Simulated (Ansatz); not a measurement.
`[OH][GaH][SeH]` and `[OH][GaH][GaH2]` differ in one atom or group.

Ansatz, PBE0-D4/def2-TZVP geometries, multiplicity 1. Each molecule was computed in one conformer, which needn't be the lowest.

Scalar relativity is left out up to krypton.

```
                                                                                  property  `[OH][GaH][SeH]`
                                          size of the dipole moment (B3LYP/def2-TZVPP) / D              0.86
                                                         LUMO energy (PBE/def2-TZVPP) / eV             -1.69
                                                      HOMO–LUMO gap (PBE0/def2-TZVPP) / eV              6.47
ideal-gas entropy at 298 K and 1 bar (rigid rotor, harmonic PBE0-D4/def2-TZVP) / J/(mol·K)               323
                                                       LUMO energy (B3LYP/def2-TZVPP) / eV             -1.20
                                            size of the dipole moment (PBE/def2-TZVPP) / D              0.88
```

Q: Give the same properties after the change, and the shifts. (An estimate is asked.)

A: The calculation gave: 
```
                                                                                  property  `[OH][GaH][GaH2]`  shift
                                          size of the dipole moment (B3LYP/def2-TZVPP) / D               1.24   0.38
                                                         LUMO energy (PBE/def2-TZVPP) / eV              -2.92  -1.23
                                                      HOMO–LUMO gap (PBE0/def2-TZVPP) / eV               5.11  -1.36
ideal-gas entropy at 298 K and 1 bar (rigid rotor, harmonic PBE0-D4/def2-TZVP) / J/(mol·K)                340     17
                                                       LUMO energy (B3LYP/def2-TZVPP) / eV              -2.39  -1.19
                                            size of the dipole moment (PBE/def2-TZVPP) / D               1.11   0.23
```

With PBE0 the HOMO rises by 0.17 eV and the LUMO falls by 1.19 eV, so the gap narrows by about 1.36 eV. PBE moves the HOMO by 0.07 eV and ωB97M-V by 0.29 eV. The zero-point energy changes by 12.8 kJ/mol with +3 modes. Dipoles are sizes alone; their direction can turn.

B3LYP here is the variant with VWN-RPA as its local correlation; programs differ in this.

Spin–orbit coupling is left out; it splits and shifts lone-pair levels of the heavy atoms by tenths of an eV.
